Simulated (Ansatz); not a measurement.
A nudged elastic band was laid between two geometries of Cl4H3OSTa (10 atoms, charge 0, multiplicity 1).

The calculation used Ansatz, RHF/def2-SVP.

```json
{
 "movable images": "5",
 "climbing image": "yes",
 "spring": "5.0 eV/Å²",
 "optimiser": "quadratic models (default)",
 "start path": "through a guess of the saddle point",
 "force threshold": "0.05 eV/Å",
 "iteration limit": "60",
 "end points": "relaxation not finished"
}
```

Initial state:

```xyz
10
Properties=species:S:1:pos:R:3
Ta -0.071 0.085 0.029
Cl 2.187 0.512 -0.560
Cl 0.556 0.393 2.305
O -0.359 -0.653 -1.640
H -0.480 -1.244 -2.366
Cl -0.982 2.154 -0.330
Cl -1.978 -1.085 0.831
S 1.100 -2.628 0.507
H 2.331 -2.302 0.912
H 0.624 -2.879 1.729
```

Final state:

```xyz
10
Properties=species:S:1:pos:R:3
Ta -0.788 -0.191 0.897
Cl 2.644 -2.057 -2.291
Cl -1.335 0.492 3.096
O -0.134 -0.870 -0.694
H 0.361 -1.257 -1.401
Cl -0.168 1.980 0.331
Cl -2.957 -0.899 0.485
S 0.746 -1.635 2.053
H 1.294 -2.241 0.997
H 3.264 -0.968 -2.058
```

**Question.** What changes between the two ends?

**Answer.** Bonds broken: Ta1–Cl2, S8–H10. Bonds formed: Cl2–H10. Cl4H3OSTa becomes Cl3H2OSTa + ClH.

**Question.** Give the energies along the band, and the barrier.

**Answer.** The run ended unconverged. The highest image is number 4 of 0 to 6, 1.42 eV above the first end and 0.87 eV above the last; the last end lies 0.55 eV above the first. The band didn't meet its force threshold, so its energies are provisional: the largest band force was still 0.21 eV/Å, and over the last iterations the top stayed at 1.42 eV. Neighbouring images lie up to 3.6 Å apart, so the band is torn or far too coarse. The end points aren't both relaxed to the band's threshold either. The orbitals stay closed-shell, which can raise the energy where a bond breaks towards radicals; this wasn't checked here.

| image | path coordinate (Å) | energy (eV) | Ta1–Cl2 (Å) | S8–H10 (Å) | Cl2–H10 (Å) |
| --- | --- | --- | --- | --- | --- |
| 0 | 0.00 | 0.00 | 2.37 | 1.34 | 4.38 |
| 1 | 3.57 | 0.03 | 2.37 | 1.33 | 5.68 |
| 2 | 7.15 | -0.01 | 2.38 | 1.33 | 3.31 |
| 3 | 10.67 | 0.17 | 2.37 | 1.33 | 4.91 |
| 4 | 14.19 | 1.42 | 2.77 | 1.69 | 1.52 |
| 5 | 16.99 | 0.60 | 4.53 | 3.15 | 1.27 |
| 6 | 19.79 | 0.55 | 5.04 | 4.87 | 1.27 |

Time of the run: 12 min on 4 threads of Arm Neoverse V1 (shared host), peak memory 0.55 GiB.
